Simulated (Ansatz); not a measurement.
Consider the formal exchange of groups at the Se–Si bond: `[SeH][SiH]1BC1` + `FC[SiH3]` → `FC([SiH3])[SeH]` + `B1C[SiH2]1`.

Calculated with Ansatz (gas phase, PBE0-D4/def2-TZVP geometries, no zero-point term in ΔE). CCSD(T)/CBS is the MP2 limit (def2-TZVPP, def2-QZVPP) plus CCSD(T) − MP2 in def2-TZVPP, frozen cores. DFT in def2-TZVPP. B3LYP here is the variant with VWN-RPA as its local correlation; programs differ in this. For Se outer-core shells are correlated without core-valence functions, which leaves a few kJ/mol of doubt a bond. Scalar relativity is left out up to krypton. Each species was taken in one conformer, which may not be the lowest.

```
             level  ΔE (kcal/mol)
          B3LYP-D4           25.4
           ωB97X-V           24.5
             B3LYP           26.0
    MP2/def2-TZVPP           26.0
   CCSD/def2-TZVPP           25.2
CCSD(T)/def2-TZVPP           25.0
    MP2/def2-QZVPP           26.2
    CCSD/CBS(def2)           25.6
```

Task: What does CCSD(T)/CBS give? (An estimate is asked.)

Result: Ansatz gave: +25.5 kcal/mol. The listed levels differ from it by -0.1, -1.0, 0.5, 0.5, -0.3, -0.5, 0.7, 0.1 kcal/mol.

Largest T1 diagnostic among the species: 0.014.

From PBE to PBE0 (25 % exact exchange), in def2-TZVPP and without D4, ΔE moves by +0.8 kcal/mol. In def2-TZVPP, CCSD(T) changes the Hartree–Fock value by −1.8 kcal/mol (the triples alone add −0.1 kcal/mol) and MP2 by −0.9 kcal/mol.
